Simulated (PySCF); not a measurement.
Species: C8H12F2.
SMILES with atom numbers: `[F:1][CH2:2][C@@:3]12[CH2:4][C@@H:5]([F:6])[CH2:7][CH2:8][C@@H:9]1[CH2:10]2`

Geometry (GFN2-xTB, Å), atoms numbered from 1 in this order:
```xyz
22
C8H12F2 angstrom
F     -2.191   -0.395   -1.869
C     -2.285    0.149   -0.607
C     -0.935    0.151    0.072
C     -0.436   -1.246    0.388
C      1.070   -1.286    0.622
F      1.471   -2.611    0.668
C      1.803   -0.564   -0.498
C      1.526    0.935   -0.406
C      0.041    1.232   -0.320
C     -0.644    1.282    1.017
H     -2.676    1.163   -0.734
H     -3.010   -0.465   -0.060
H     -0.962   -1.646    1.259
H     -0.653   -1.897   -0.463
H      1.344   -0.868    1.600
H      2.874   -0.758   -0.420
H      1.453   -0.954   -1.456
H      1.945    1.428   -1.284
H      2.033    1.342    0.473
H     -0.314    1.938   -1.061
H     -1.410    2.024    1.184
H     -0.056    1.064    1.895
```

Definitions: NICS(0) = −σiso at the ring centroid; NICS(1) = −σiso and NICS(1)zz = −σzz at ±1 Å along the ring normal z. Level: GIAO PBE0/pcSseg-1 (PySCF, non-relativistic, gas phase) on the GFN2-xTB geometry, one conformer.

Ring bond lengths (Å), with Mayer bond orders in brackets: C3–C4 1.517 (0.99), C4–C5 1.524 (1.03), C5–C7 1.522 (1.01), C7–C8 1.527 (1.03), C8–C9 1.517 (1.02), C9–C3 1.508 (0.89); C3–C9 1.508 (0.89), C9–C10 1.503 (0.92), C10–C3 1.502 (0.91).

Task: Give the NICS values of each ring in ppm.

Result: 
```
             ring                                            type  NICS(0)  NICS(1), two faces  NICS(1)zz, two faces  rms pucker (Å)  centre to ring atoms, mean (Å)
C3–C4–C5–C7–C8–C9  6-membered carbocycle; formal bonds all single     -6.4         -2.4 / -5.7             2.8 / 0.0            0.22                            1.48
        C3–C9–C10  3-membered carbocycle; formal bonds all single    -44.2         -9.3 / -8.5         -22.6 / -23.8            0.00                            0.87
```

Task: What do they say, and how far can they be read as aromaticity?

Result: 
- C3–C4–C5–C7–C8–C9: mean NICS(1)zz 1.4 ppm, near zero. C3, C4, C5, C7, C8, C9 have four or more neighbours; no verdict on aromaticity is drawn.
- C3–C9–C10: mean NICS(1)zz -23.2 ppm, shielded. C3, C9, C10 have four or more neighbours, so the value isn't read as a sign of a π ring current. NICS(0) lies 35 ppm below the mean NICS(1).

Task: How shielded are the nuclei of the rings and their hydrogens (means over atoms taken as equivalent)?

Result: 
```
atoms                    environment  σ isotropic (ppm)  principal values of the symmetric part, first atom (ppm)
   C3  sp3 carbon at a ring junction              158.7                                       127.6, 150.0, 198.5
   C4                ring CH2 carbon              151.7                                       138.0, 151.5, 165.5
   C5                 sp3 C–F carbon               92.6                                         51.6, 73.3, 153.0
   C7                ring CH2 carbon              152.4                                       145.6, 152.5, 159.2
   C8                ring CH2 carbon              158.3                                       144.8, 154.8, 175.2
   C9  sp3 carbon at a ring junction              168.1                                       132.5, 165.7, 206.1
  C10     three-membered-ring carbon              168.7                                       145.5, 163.7, 197.0
  H13             methylene hydrogen              29.39                                          25.2, 27.6, 35.3
  H14             methylene hydrogen              29.52                                          25.3, 29.2, 34.0
  H15               methine hydrogen              27.28                                          23.0, 28.0, 30.8
  H16             methylene hydrogen              29.90                                          25.2, 27.8, 36.6
  H17             methylene hydrogen              30.21                                          27.7, 28.0, 34.9
  H18             methylene hydrogen              29.32                                          24.0, 27.5, 36.5
  H19             methylene hydrogen              30.13                                          24.7, 28.9, 36.9
```

The list is cut; further classes of hydrogen are left out.
